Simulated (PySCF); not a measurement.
Structure problem from calculated spectra and properties.

Formula: C8H16BP.

- Dipole: 5.22 D [PBE/pcSseg-1]
- NMR, other nuclei: isotropic shieldings of nuclei other than C and H, by class: 146 (1 B), 292 (1 P) ppm [GIAO PBE/pcSseg-1]
- 1H NMR: chemical shifts (computed TMS as zero) by class: 7.16 (1 H), 6.42 (1 H), 6.00 (1 H), 2.83 (1 H), 2.14 (3 H), 1.14 (3 H), 1.13 (3 H), 1.10 (3 H) ppm [GIAO PBE/pcSseg-1]
- 13C NMR: chemical shifts (computed TMS as zero) by class: 163.1 (1 C), 148.1 (1 C), 137.3 (1 C), 130.2 (1 C), 33.3 (1 C), 23.3 (1 C), 22.8 (1 C), 12.1 (1 C) ppm [GIAO PBE/pcSseg-1]
- Rotational structure: rotational constants A, B, C: 1.952, 0.733, 0.641 GHz [PBE0-D3(BJ)/def2-SVP]

Gas-phase values; electronic properties from PySCF, density fitting. Levels stand in brackets. The structure is a single PBE0-D3(BJ)/def2-SVP conformer in the gas phase; no vibrational or solvent corrections. NMR values are class means; diastereotopic atoms form classes of their own.

Problem. Give a SMILES that accounts for the data.

Solution. Numbering: `[BH3-:1][P@@H+:2]1[CH:3]=[CH:4][C:5]([CH:6]([CH3:7])[CH3:8])=[C:9]1[CH3:10]`. 8 carbons fall into 8 classes; from least to most shielded: fully substituted alkene carbon [C5] (163.1 ppm), alkene CH carbon [C4] (148.1 ppm), fully substituted alkene carbon [C9] (137.3 ppm), alkene CH carbon [C3] (130.2 ppm), allylic carbon [C6] (33.3 ppm), methyl carbon [C7] (23.3 ppm), methyl carbon [C8] (22.8 ppm), allylic carbon [C10] (12.1 ppm). Hydrogen classes from least to most shielded: 1 H on an alkene CH carbon, C4 (7.16 ppm), 1 H on an alkene CH carbon, C3 (6.42 ppm), 1 H on a phosphorus bonded to B, 2 C and H, P2 (6.00 ppm), 1 H on an allylic carbon, C6 (2.83 ppm), 3 H on an allylic carbon, C10 (2.14 ppm), 3 H on a four-coordinate boron, B1 (1.14 ppm, a mean of values up to 0.5 ppm apart in this geometry), 3 H on a methyl carbon, C7 (1.13 ppm), 3 H on a methyl carbon, C8 (1.10 ppm). The other shieldings belong to: 146 ppm, four-coordinate boron [B1]; 292 ppm, phosphorus bonded to B, 2 C and H [P2]. The optimised geometry has point group C1 and is an asymmetric top. Structure: `[BH3-][P@@H+]1C=CC(C(C)C)=C1C`. Computed isomers that give other values at the same levels: `[BH3-][P@+](CC)(CC#C)C1CC1` (rotational constant A: 1.264 GHz; this holds for the one conformer computed); `[BH3-][P@+]1(C(C)(C)C)C=C1C=C` (rotational constant A: 1.524 GHz; this holds for the one conformer computed). The assignments are read from this structure; whether some other isomer fits the data as well wasn't checked. The mirror image fits equally.

Conformer computed: `[BH3-:1][P@@H+:2]1[CH:3]=[CH:4][C:5]([CH:6]([CH3:7])[CH3:8])=[C:9]1[CH3:10]`: C4–C5–C6–C7 -63°.
